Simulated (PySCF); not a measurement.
# As⁺ (arsenic, charge +1) across methods

[Ar] 3d10 4s2 4p1 4d1, one real determinant (an excited configuration). All numbers are calculated (PySCF 2.14, the spin-free X2C one-electron Hamiltonian (Gaussian nucleus), in aug-cc-pVTZ-DK (7s6p4d2f, 59 functions)).

```tsv
method	E (hartree)	mean ε 4s β (eV)	mean ε 4p α (eV)	mean ε 4d α (eV)	Σ⟨r²⟩ (bohr²)	⟨S²⟩
UHF	-2258.25279	-29.075	-21.113	-6.703	42.09	2.007
TPSS	-2259.902	-25.324	-16.552	-5.507	40.09	2.001
r2SCAN	-2259.915	-25.733	-16.813	-5.509	40.06	2.003
TPSSh	-2259.888	-25.807	-17.072	-5.669	40.20	2.002
HSE06	-2259.677	-26.347	-17.281	-5.610	40.40	2.002
LDA	-2256.503	-25.823	-16.417	-5.429	39.90	2.000
PBE0	-2259.677	-26.603	-17.702	-5.967	40.34	2.002
B3LYP	-2259.998	-26.665	-17.359	-5.832	40.40	2.001
PBE	-2259.650	-25.417	-16.364	-5.554	40.04	2.001
```

⟨L²⟩ = 8.02 against 12 for a pure F term, so this real determinant mixes terms. The outer electron is Rydberg-like, and this basis confines it to a smaller radius and binds it less than a complete one would.
